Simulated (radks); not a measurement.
Neutral arsenic inside a hard spherical wall (all orbitals vanish at R), configuration held at [Ar] 3d10 4s2 4p3 and not refilled when levels cross. Method: non-relativistic Kohn-Sham, PBE, spin-polarised, spherical densities, point nucleus; open shells are filled with parallel spins first; computed with a radial shooting solver on a logarithmic mesh with Libxc functionals. Eigenvalues in eV for spin up, with the zero of energy where the potential of the charges vanishes at infinity; a dash marks a level that is unbound or too diffuse for the functional's potential to be trusted. A positive occupied level is held by the wall or, in an anion where self-interaction has pushed it up, behind a barrier. The pressure on the wall is -dE/dV.

[
 {"R (bohr)": "free", "E (hartree)": "-2235.53176", "kinetic (hartree)": "2234.139", "e(3p)": "-131.96", "e(3d)": "-41.459", "e(4s)": "-14.777", "e(4p)": "-5.955", "e(5s, empty)": "-", "e(5p, empty)": "-", "pressure (GPa)": "0"},
 {"R (bohr)": "20", "E (hartree)": "-2235.53176", "kinetic (hartree)": "2234.139", "e(3p)": "-131.96", "e(3d)": "-41.459", "e(4s)": "-14.777", "e(4p)": "-5.955", "e(5s, empty)": "-", "e(5p, empty)": "-", "pressure (GPa)": "< 0.0001"},
 {"R (bohr)": "15", "E (hartree)": "-2235.53176", "kinetic (hartree)": "2234.139", "e(3p)": "-131.96", "e(3d)": "-41.459", "e(4s)": "-14.777", "e(4p)": "-5.955", "e(5s, empty)": "-0.534", "e(5p, empty)": "0.521", "pressure (GPa)": "< 0.0001"},
 {"R (bohr)": "10", "E (hartree)": "-2235.53164", "kinetic (hartree)": "2234.141", "e(3p)": "-131.95", "e(3d)": "-41.446", "e(4s)": "-14.767", "e(4p)": "-5.945", "e(5s, empty)": "-0.011", "e(5p, empty)": "1.737", "pressure (GPa)": "0.00353"},
 {"R (bohr)": "8", "E (hartree)": "-2235.53020", "kinetic (hartree)": "2234.154", "e(3p)": "-131.84", "e(3d)": "-41.344", "e(4s)": "-14.689", "e(4p)": "-5.866", "e(5s, empty)": "1.110", "e(5p, empty)": "3.707", "pressure (GPa)": "0.0740"},
 {"R (bohr)": "7", "E (hartree)": "-2235.52606", "kinetic (hartree)": "2234.184", "e(3p)": "-131.64", "e(3d)": "-41.138", "e(4s)": "-14.537", "e(4p)": "-5.704", "e(5s, empty)": "2.465", "e(5p, empty)": "5.822", "pressure (GPa)": "0.353"},
 {"R (bohr)": "6", "E (hartree)": "-2235.51071", "kinetic (hartree)": "2234.282", "e(3p)": "-131.08", "e(3d)": "-40.591", "e(4s)": "-14.145", "e(4p)": "-5.259", "e(5s, empty)": "5.184", "e(5p, empty)": "9.694", "pressure (GPa)": "1.81"},
 {"R (bohr)": "5", "E (hartree)": "-2235.45112", "kinetic (hartree)": "2234.605", "e(3p)": "-129.64", "e(3d)": "-39.166", "e(4s)": "-13.124", "e(4p)": "-4.018", "e(5s, empty)": "11.170", "e(5p, empty)": "17.437", "pressure (GPa)": "10.4"},
 {"R (bohr)": "4", "E (hartree)": "-2235.20047", "kinetic (hartree)": "2235.727", "e(3p)": "-125.91", "e(3d)": "-35.506", "e(4s)": "-10.251", "e(4p)": "-0.364", "e(5s, empty)": "26.004", "e(5p, empty)": "34.966", "pressure (GPa)": "70.8"},
 {"R (bohr)": "3.5", "E (hartree)": "-2234.83314", "kinetic (hartree)": "2237.148", "e(3p)": "-122.27", "e(3d)": "-31.953", "e(4s)": "-6.962", "e(4p)": "3.823", "e(5s, empty)": "41.502", "e(5p, empty)": "52.336", "pressure (GPa)": "204"},
 {"R (bohr)": "3", "E (hartree)": "-2233.99711", "kinetic (hartree)": "2240.060", "e(3p)": "-116.44", "e(3d)": "-26.285", "e(4s)": "-0.571", "e(4p)": "11.787", "e(5s, empty)": "69.145", "e(5p, empty)": "82.317", "pressure (GPa)": "650"}
]
